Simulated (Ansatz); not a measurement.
Task: Name a neutral molecule of F, Ge, N, O, Si and H with HOMO–LUMO gap (PBE0/def2-TZVPP) between 7.90 and 8.20 eV and HOMO–LUMO gap (ωB97M-V/def2-TZVPP) between 11.70 and 12.00 eV (Ansatz, PBE0-D4/def2-TZVP geometry).

Result: `[NH2][GeH2][O][SiH](N)F` (8.15 eV, 11.96 eV); `O[SiH](F)[NH][GeH3]` (7.92 eV, 11.83 eV). Other molecules can fit too; these were computed, each in one conformer that needn't be the lowest.
